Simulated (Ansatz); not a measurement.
Reaction (redistribution): `C[SiH2][NH][AlH2]` + `C[SiH](F)[SiH3]` → `C[SiH2][SiH](F)[SiH3]` + `C[NH][AlH2]`

Calculated with Ansatz (gas phase, PBE0-D4/def2-TZVP geometries, no zero-point term in ΔE). CCSD(T)/CBS adds triple-zeta CCSD(T) − MP2 to the extrapolated MP2 energy (def2 sets, frozen cores). DFT in def2-TZVPP. B3LYP here is the variant with VWN-RPA as its local correlation; programs differ in this. One conformer a species, not always the lowest.

`C[SiH2][NH][AlH2]`:

Cartesian coordinates in Å:
```
C -1.864 0.805 -0.038
Si 0.000 0.899 -0.097
N 0.737 -0.606 -0.528
Al 1.846 -1.632 0.415
H -2.290 1.775 0.234
H -2.274 0.524 -1.012
H -2.196 0.067 0.696
H 0.381 1.972 -1.063
H 0.539 1.261 1.242
H 0.512 -0.934 -1.459
H 2.375 -2.959 -0.268
H 2.234 -1.173 1.878
```

`C[SiH](F)[SiH3]`:

Cartesian coordinates in Å:
```
C 0.056 -0.914 -1.473
Si 0.639 -0.489 0.242
F 2.182 -0.035 0.164
Si -0.600 1.255 1.203
H 0.102 -0.046 -2.134
H -0.980 -1.263 -1.441
H 0.670 -1.709 -1.903
H 0.590 -1.697 1.112
H -0.538 2.475 0.353
H -0.097 1.589 2.562
H -2.024 0.833 1.314
```

`C[SiH2][SiH](F)[SiH3]`:

Z-matrix (Å, degrees):
```
C
Si 1 1.875
H 1 1.092 2 110.8
H 1 1.092 2 110.5 3 -119.8
H 1 1.092 2 110.7 3 120.2
Si 2 2.346 1 112.2 3 60.2
H 2 1.492 1 110.9 3 -58.7
H 2 1.490 1 110.6 3 -178.0
Si 6 2.345 2 112.6 1 175.9
F 6 1.617 2 109.3 1 54.3
H 6 1.492 2 109.8 1 -62.5
H 9 1.487 6 110.6 2 -58.5
H 9 1.488 6 111.6 2 180.0
H 9 1.489 6 108.0 2 60.3
```

`C[NH][AlH2]`:

Cartesian coordinates in Å:
```
C -0.532 0.640 -0.969
N -0.438 0.033 0.341
Al 0.922 -0.841 1.056
H -0.703 1.722 -0.916
H -1.337 0.206 -1.573
H 0.402 0.486 -1.516
H -1.287 0.154 0.874
H 0.741 -1.401 2.526
H 2.231 -1.000 0.177
```

(1) Is it downhill or uphill in electronic energy at CCSD(T)/CBS, and by how much? (Estimate.)

(2) What do these levels give: r2SCAN-D4, B3LYP-D4, ωB97M-V, PBE0, MP2/def2-TZVPP, SCS-MP2/def2-TZVPP, CCSD(T)/def2-TZVPP, HF/def2-QZVPP, MP2/def2-QZVPP, HF/CBS(def2), MP2/CBS(def2), CCSD/CBS(def2)? (An estimate is asked.)

Largest T1 diagnostic among the species: 0.012.

## Answers

(1) Computed: Uphill: ΔE = +36.7 kcal/mol.

(2) Computed: r2SCAN-D4 35.4, B3LYP-D4 34.5, ωB97M-V 37.4, PBE0 32.7, MP2/def2-TZVPP 39.0, SCS-MP2/def2-TZVPP 38.1, CCSD(T)/def2-TZVPP 36.4, HF/def2-QZVPP 38.8, MP2/def2-QZVPP 39.3, HF/CBS(def2) 38.9, MP2/CBS(def2) 39.4, CCSD/CBS(def2) 37.1 kcal/mol.

From PBE to PBE0 (25 % exact exchange), in def2-TZVPP and without D4, ΔE moves by +2.3 kcal/mol.
